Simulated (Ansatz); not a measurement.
`N[Si](N)(O)F` + H₂ → `N[SiH](N)F` + H₂O  (hydrogenolysis of the Si–O bond)

Calculated with Ansatz (gas phase, PBE0-D4/def2-TZVP geometries, no zero-point term in ΔE). CCSD(T)/CBS is the MP2 limit (def2-TZVPP, def2-QZVPP) plus CCSD(T) − MP2 in def2-TZVPP, frozen cores. This one scheme is used for every species. Functionals use def2-TZVPP. B3LYP here is the variant with VWN-RPA as its local correlation; programs differ in this. One conformer a species, not always the lowest.

| level | ΔE (kJ/mol) |
| --- | --- |
| r2SCAN-D4 | 104.7 |
| BHLYP-D4 | 101.6 |
| ωB97X-V | 97.9 |
| PBE-QIDH | 96.9 |
| PBE | 87.8 |
| BLYP | 89.6 |
| B3LYP | 92.6 |
| MP2/CBS(def2) | 100.9 |

Question: What does CCSD(T)/CBS give? (Best estimate.)

Answer: Computed: +96.7 kJ/mol. The listed levels differ from it by 8.0, 4.9, 1.2, 0.2, -8.9, -7.1, -4.1, 4.2 kJ/mol.

Question: What do rigid-rotor, harmonic-oscillator terms from PBE0-D4/def2-TZVP frequencies (298.15 K, 1 bar) make of the CCSD(T)/CBS value? (Best estimate.)

Answer: The calculation gave: ΔZPE = +14.1 kJ/mol, ΔH = +108.5 kJ/mol, ΔS = 31 J/(mol·K), ΔG = +99.3 kJ/mol.

Largest T1 diagnostic among the species: 0.010.

The D4 term adds +6.8 kJ/mol with B3LYP and +3.6 kJ/mol with PBE0; it sums over pairs of atoms, weighted by their polarisabilities, and B3LYP, whose exchange is more repulsive, gets the larger term. In def2-TZVPP, CCSD(T) changes the Hartree–Fock value by +3.3 kJ/mol (the triples alone add +1.7 kJ/mol) and MP2 by +7.5 kJ/mol. Leaving LDA and LC-ωPBE aside and taking each functional with its dispersion term where it has one, the values, not all of them listed here, spread over 12.7 kJ/mol, from PBE-D4 to r2SCAN-D4. LDA lies +10.4 kJ/mol from PBE without D4.
